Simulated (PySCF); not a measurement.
Delta-SCF ions had no search for a lower state. Excitations are Tamm–Dancoff values on a coarser integration grid. The basis has no diffuse functions, so Rydberg states are missing or too high.

Cartesian coordinates (Å):
```xyz
29

C      1.4337     0.4348    -2.4788
C      0.7776     1.1522    -1.2912
Si     0.0000     0.0000     0.0000
C     -1.2649    -1.1395    -0.8374
C     -2.3704    -0.4104    -1.6132
C      1.3592    -1.0525     0.8027
C      0.8777    -1.9629     1.9406
C     -0.8720     1.0398     1.3259
C      0.0589     1.9384     2.1514
H      1.8759     1.1431    -3.1989
H      2.2405    -0.2403    -2.1492
H      0.7049    -0.1800    -3.0322
H     -0.0067     1.8420    -1.6519
H      1.5192     1.7913    -0.7793
H     -0.7173    -1.8232    -1.5111
H     -1.7116    -1.7863    -0.0611
H     -1.9532     0.2125    -2.4214
H     -2.9517     0.2589    -0.9578
H     -3.0835    -1.1116    -2.0772
H      1.8378    -1.6573     0.0117
H      2.1479    -0.3715     1.1705
H      1.6995    -2.5580     2.3721
H      0.4311    -1.3800     2.7629
H      0.1088    -2.6728     1.5941
H     -1.6454     1.6523     0.8287
H     -1.4240     0.3526     1.9924
H      0.8172     1.3474     2.6908
H     -0.4918     2.5265     2.9040
H      0.6024     2.6542     1.5130
```
Charge 0, multiplicity 1.

**Question.** What S1–T1 gap (TDA), vertical ionisation energy (Delta-SCF), HOMO, LUMO, S1 excitation (TDA), total energy, S1 oscillator strength and dipole moment does PySCF with M06-2X/def2-TZVP // B3LYP-D3(BJ)/def2-SVP give?

**Answer.** 
- S1–T1 gap (TDA): 0.19 eV
- vertical ionisation energy (Delta-SCF): 9.56 eV
- HOMO: -8.82 eV
- LUMO: 1.51 eV
- S1 excitation (TDA): 7.76 eV
- total energy: -606.3574 Ha
- S1 oscillator strength: 0.022
- dipole moment: 0.00 D
